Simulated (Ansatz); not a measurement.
Process, species as SMILES: [CH2]C(C)(C)CCC → C[C](C)CC(C)C
Geometries: B3LYP-D3(BJ)/def2-TZVP minima from Ansatz (a first-principles code), one conformer each, not searched for the lowest. Frequencies are from Ansatz.

Property: isomerisation energy (0 K, with B3LYP-D3(BJ) harmonic zero-point energies), in kcal/mol. Correlated levels leave the core frozen unless marked. UHF or UKS for open shells. No spin-orbit coupling. No relativistic terms. CBS(X,Y): correlation extrapolated as X^-3; Hartree-Fock from the larger set. The bracket is a focal-point correction in the basis named.

| level | program | isomerisation energy (kcal/mol) | minus last row |
|---|---|---|---|
| HF/6-31G | Ansatz | -5.6 | -0.7 |
| HF/cc-pVDZ | Ansatz | -5.0 | -0.1 |
| PBE/def2-TZVPD | Ansatz | -8.4 | -3.5 |
| revPBE/def2-TZVPD | Ansatz | -8.5 | -3.6 |
| PBE0/def2-QZVPP | Ansatz | -7.5 | -2.6 |
| CAM-B3LYP/def2-TZVPD | Ansatz | -7.1 | -2.2 |
| B2PLYP-D4/def2-TZVPD | Ansatz + dftd4 | -6.3 | -1.4 |
| MP2/6-31G* | Ansatz | -4.8 | 0.1 |
| MP2/cc-pVDZ | Ansatz | -3.9 | 1.0 |
| MP2/cc-pVTZ | Ansatz | -3.9 | 1.0 |
| RI-MP2/CBS(cc-pVTZ,cc-pVQZ) | Ansatz | -4.2 | 0.7 |
| CCSD/cc-pVTZ | Ansatz | -4.7 | 0.2 |
| CCSD(T)/6-31G | Ansatz | -5.4 | -0.5 |
| CCSD(T)/cc-pVDZ | Ansatz | -4.5 | 0.4 |
| RI-MP2/CBS(cc-pVTZ,cc-pVQZ)+[CCSD(T)-MP2]/cc-pVTZ | Ansatz | -4.9 | 0.0 |
